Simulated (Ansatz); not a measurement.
Consider the cleavage of the Al–B bond: `F[BH][AlH2]` + `O=CN[SiH3]` → `O=C[N]([AlH2])[SiH3]` + `BF`.

Calculated with Ansatz (gas phase, PBE0-D4/def2-TZVP geometries, no zero-point term in ΔE). CCSD(T)/CBS is the MP2 limit (def2-TZVPP, def2-QZVPP) plus CCSD(T) − MP2 in def2-TZVPP, frozen cores. This one scheme is used for every species. Functionals use def2-TZVPP. One conformer a species, not always the lowest.

```
        level  ΔE (kcal/mol)
       PBE-D4          -28.8
    r2SCAN-D4          -32.0
      ωB97X-V          -31.4
HF/def2-QZVPP          -32.2
```

(1) What does CCSD(T)/CBS give? (An estimate is asked.)

Largest T1 diagnostic among the species: 0.015.

Results:

(1) The calculation gave: -33.2 kcal/mol. The listed levels differ from it by 4.4, 1.2, 1.8, 1.0 kcal/mol.

The D4 term adds −2.0 kcal/mol with B3LYP and −1.1 kcal/mol with PBE0; it sums over pairs of atoms, weighted by their polarisabilities, and B3LYP, whose exchange is more repulsive, gets the larger term. From PBE to PBE0 (25 % exact exchange), in def2-TZVPP and without D4, ΔE moves by −1.3 kcal/mol. In def2-TZVPP, CCSD(T) changes the Hartree–Fock value by −1.6 kcal/mol (the triples alone add −0.6 kcal/mol) and MP2 by −4.4 kcal/mol.

B3LYP here is the variant with VWN-RPA as its local correlation; programs differ in this.
